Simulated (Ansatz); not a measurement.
```xyz
25

Fe    0.0000    0.0000    0.0000
N     0.0000    0.0000    2.1000
H    -0.1863    0.9315    2.4700
H    -0.7136   -0.6271    2.4700
H     0.8999   -0.3044    2.4700
N     0.0000    0.0000   -2.1000
H     0.1863   -0.9315   -2.4700
H    -0.8999    0.3044   -2.4700
H     0.7136    0.6271   -2.4700
N     2.1000    0.0000    0.0000
H     2.4700   -0.9315    0.1863
H     2.4700    0.3044   -0.8999
H     2.4700    0.6271    0.7136
N    -2.1000    0.0000    0.0000
H    -2.4700    0.9315   -0.1863
H    -2.4700   -0.6271   -0.7136
H    -2.4700   -0.3044    0.8999
N     0.0000    2.1000    0.0000
H     0.9074    2.4700   -0.2813
H    -0.6973    2.4700   -0.6452
H    -0.2101    2.4700    0.9265
N     0.0000   -2.1000    0.0000
H    -0.9074   -2.4700    0.2813
H     0.2101   -2.4700   -0.9265
H     0.6973   -2.4700    0.6452
```

Basis set: def2-TZVP on H, N; pcseg-2 on Fe. Charge 2. Computed with Ansatz (development build ahead of 0.2.0); the lowest solution found for each multiplicity.

Q: How do the multiplicities compare at this shape? Give, from the lowest of each method, PBE0 (unrestricted) for 1, 5; PBE0 (restricted) for 1, 5.

A:

| method | multiplicity | E (eV) | <S²> |
| --- | --- | --- | --- |
| PBE0, unrestricted | 1 | 0.000 | 0.29 |
| PBE0, unrestricted | 5 | 0.013 | 6.01 |
| PBE0, restricted | 1 | 0.000 | 0.00 |
| PBE0, restricted | 5 | 0.094 | 6.00 |

Caution: other spin multiplicities may lie lower. Caution for PBE0, unrestricted: the unrestricted determinant is spin contaminated.
